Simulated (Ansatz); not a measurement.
Reactions of C₂H₆AuN, SMILES `C[N](C)[Au]`.

Computed with Ansatz on PBE0-D4/def2-TZVP structures; ΔE is electronic, products minus reactants. CCSD(T)/CBS is the MP2 limit (def2-TZVPP, def2-QZVPP) plus CCSD(T) − MP2 in def2-TZVPP, frozen cores. This one scheme is used for every species. def2 core potentials past Kr. For Au, Ge, Zn outer-core shells are correlated without core-valence functions, which leaves a few kJ/mol of doubt a bond. Scalar relativity is left out up to krypton. One conformer a species, not always the lowest.

Order these by ΔE at CCSD(T)/CBS, lowest first. (Best estimate.)
A. `C[N](C)[Au]` + `[F][Ge][Cl]` → `[Cl][Au]` + `C[N](C)[Ge][F]`
B. `C[N](C)[Au]` + H–F → `[F][Au]` + `CNC`
C. `C[N](C)[Au]` + `[CH3][Zn][F]` → `[F][Au]` + `[CH3][Zn][N](C)C`
D. `C[N](C)[Au]` + HCl → `[Cl][Au]` + `CNC`

D (-86.7 kJ/mol), A (-54.4 kJ/mol), B (+56.9 kJ/mol), C (+135.3 kJ/mol).

Largest T1 diagnostic: 0.030, for `[F][Au]`, so its coupled-cluster energy is less sure.
